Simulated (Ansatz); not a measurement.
Born–Oppenheimer molecular dynamics of C$_{2}$H$_{7}$NSSi (12 atoms, charge 0, multiplicity 1). It starts from a relaxed structure.

Level of theory: RHF/6-31G in Ansatz.

```yaml
ensemble: NVT, Langevin thermostat
time_step: 0.25 fs
steps_asked: 250
set_temperature: 300 K
friction: 0.005 /fs
seed: 879378
```

First frame:

```xyz
12
Properties=species:S:1:pos:R:3
C 0.105 -1.187 1.381
N 0.219 0.244 1.146
C 0.094 0.790 0.025
Si -0.273 -0.022 -1.705
S 0.274 2.629 -0.067
H -0.097 -1.775 0.491
H -0.688 -1.354 2.096
H 1.028 -1.534 1.825
H -0.331 1.055 -2.724
H 0.810 -0.990 -2.038
H -1.574 -0.747 -1.646
H 0.511 2.835 1.248
```

Problem. What does the run give?

Solution. The run went to its last step.

```yaml
steps_done: 250
time_covered: 62.5 fs
mean_temperature_over_the_second_half: 177 K
spread_of_the_potential_energy_over_the_second_half: 3.5 meV per atom
mean_potential_energy_of_the_second_half_above_the_start: 21.3 meV per atom
```

The mean temperature of the second half is 41 % below the set value. A run of 0.062 ps of so small a system gives no equilibrium averages. Limits of this set-up: no polarisation functions.

Problem. What happens to the structure?

Solution. The same pairs are bonded in the first frame and the last. Pairs count as bonded within 1.25 times the sum of covalent radii (0.12 Å more for H–H). Another seed would give other details.

Problem. How do temperature and energy run in time?

Solution. 
```csv
time (fs),T (K),potential energy less start (eV)
0.0,275,0.000
2.0,203,0.096
4.0,152,0.201
6.0,98,0.276
8.0,86,0.294
10.0,123,0.240
12.0,119,0.227
14.0,161,0.218
16.0,174,0.233
18.0,179,0.228
20.0,196,0.192
22.0,155,0.275
24.0,129,0.313
26.0,157,0.278
28.0,140,0.288
30.0,219,0.149
32.0,216,0.170
34.0,164,0.258
36.0,171,0.239
38.0,136,0.291
40.0,181,0.225
42.0,201,0.205
44.0,181,0.242
46.0,201,0.216
48.0,142,0.305
50.0,169,0.256
52.0,171,0.253
54.0,164,0.314
56.0,189,0.236
58.0,171,0.301
60.0,166,0.325
62.0,210,0.245
```

The run took 7.6 min on 1 thread of Arm Neoverse V2, on a shared host, peak memory 0.14 GiB.
